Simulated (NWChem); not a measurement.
System: ZrSClF; SMILES [F][Zr](=[S])[Cl]

All runs: NWChem. The geometry was optimised at PBE0/def2-SVP. def2 effective core potentials on Zr; no spin-orbit coupling. Ions are spin-unrestricted doublets at the neutral geometry; other ion states weren't tried.

For level Hartree-Fock/def2-SVPD:

* **vertical ionisation energy, ΔSCF (eV)**: 8.49
* **−ε(HOMO) (eV)**: 10.00

Task: What are these values for level PBE/def2-SVPD?

Result: 
| Quantity | Value |
|---|---|
| vertical ionisation energy, ΔSCF (eV) | 9.50 |
| −ε(HOMO) (eV) | 6.41 |
